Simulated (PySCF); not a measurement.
Point groups of optimised structures. Computed with CAM-B3LYP/def2-SVPD in PySCF (dipole) on a GFN2-xTB geometry, gas phase. The symmetry is that of the one conformer found, every atom within 0.08 Å of its image; none is proved a minimum here.

Question: What symmetry has `[CH3:1][CH2:2][CH2:3][CH3:4]` with C1–C2–C3–C4 180° (butane)?

Answer: C2h; near-prolate asymmetric top; symmetry number 2; 4 operations, which sort the 14 atoms into 5 sets; dipole forbidden by symmetry (computed 0.00 D); heavy atoms equivalent by symmetry: C1/C4, C2/C3.

Question: `[CH2:1]=[P:2]([CH3:3])([CH3:4])[CH3:5]`: symmetry, top, dipole?

Answer: Cs; asymmetric top; symmetry number 1; 2 operations, which sort the 16 atoms into 10 sets; dipole 3.53 D, in the ac plane, which is the mirror; A, B, C = 3781, 3441, 3179 MHz; heavy atoms equivalent by symmetry: C4/C5.

Question: Point group, rotor type and polarity of `[CH3:1][P:2]1(=[S:3])[CH2:4][CH:5]=[CH:6][CH2:7]1` with C1–P2–C4–C5 85°, P2–C4–C5–C6 16°, C5–C6–C7–P2 -16°, C1–P2–C7–C6 -85°?

Answer: Cs; near-prolate asymmetric top; symmetry number 1; 2 operations, which sort the 16 atoms into 10 sets; dipole 5.00 D, in the ab plane, which is the mirror; A, B, C = 3147, 1347, 1305 MHz; heavy atoms equivalent by symmetry: C4/C7, C5/C6.

Question: `[CH3:1]/[CH:2]=[CH:3]\[CH3:4]` with H–C1–C2–C3 0° (nearest H), H–C4–C3–C2 0° (nearest H): symmetry, top, dipole?

Answer: C2v; asymmetric top; symmetry number 2; 4 operations, which sort the 12 atoms into 5 sets; dipole 0.22 D, along b, the twofold axis; heavy atoms equivalent by symmetry: C1/C4, C2/C3.
